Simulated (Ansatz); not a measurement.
Reaction (redistribution): `[NH2][GaH][OH]` + `NC(N)=C[SiH3]` → `[NH2][Ga]([NH2])[OH]` + `N/C=C/[SiH3]`

Calculated with Ansatz (gas phase, PBE0-D4/def2-TZVP geometries, no zero-point term in ΔE). CCSD(T)/CBS adds triple-zeta CCSD(T) − MP2 to the extrapolated MP2 energy (def2 sets, frozen cores). Functionals use def2-TZVPP. B3LYP here is the variant with VWN-RPA as its local correlation; programs differ in this. For Ga outer-core shells are correlated without core-valence functions, which leaves a few kJ/mol of doubt a bond. Scalar relativity is left out up to krypton. Each species was taken in one conformer, which may not be the lowest.

```csv
level,ΔE (kcal/mol),difference from CCSD(T)/CBS
PBE-D4,-9.8,4.9
B3LYP-D4,-11.7,3.0
r2SCAN,-11.1,3.6
B3LYP,-12.6,2.1
HF/def2-TZVPP,-14.1,0.6
SCS-MP2/def2-TZVPP,-14.9,-0.2
CCSD(T)/def2-TZVPP,-13.9,0.8
HF/def2-QZVPP,-14.3,0.4
HF/CBS(def2),-14.3,0.4
CCSD/CBS(def2),-15.0,-0.3
CCSD(T)/CBS,-14.7,0
```

Largest T1 diagnostic among the species: 0.014.

The D4 term adds +0.8 kcal/mol with B3LYP and +0.4 kcal/mol with PBE0; it sums over pairs of atoms, weighted by their polarisabilities, and B3LYP, whose exchange is more repulsive, gets the larger term.
